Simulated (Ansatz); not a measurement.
Molecule: sum formula SiN3H5Cl, net charge 0, doublet state. It need not be the lowest isomer of its formula. SMILES: [NH][Si](N)(N)Cl
Structure (B3LYP-D3(BJ)/def2-TZVP (Ansatz, a first-principles code) minimum search):
```xyz
10

Si    -0.0870     0.2299    -0.2798
Cl     0.5025    -1.0837     1.2286
N      1.0870    -0.0587    -1.5364
N     -0.0612     1.7619     0.4522
N     -1.6425     0.0106    -0.9263
H      0.9969    -0.9662    -1.9991
H     -0.2603     2.5866    -0.0922
H      0.5801     1.9529     1.2046
H     -1.8701    -0.7408    -1.5559
H     -2.4539     0.3753    -0.4531
```
Charge 0, spin multiplicity 2.

Parts of the frozen-core correlation energy in cc-pV(Q+d)Z (Ansatz, hartree). Frozen orbitals: 13; correlated occupied orbitals by spin: 16 and 15; virtual: 414 and 415. UHF or UKS for open shells. No spin-orbit coupling. Non-relativistic.

```csv
term,value
reference (HF),-914.93623
MP2 opposite-spin,-0.74401
MP2 same-spin,-0.23035
CCSD correlation,-1.01271
(T),-0.04283
T1 diagnostic,0.011
largest doubles amplitude,0.018
<S^2> of the reference,0.759
```
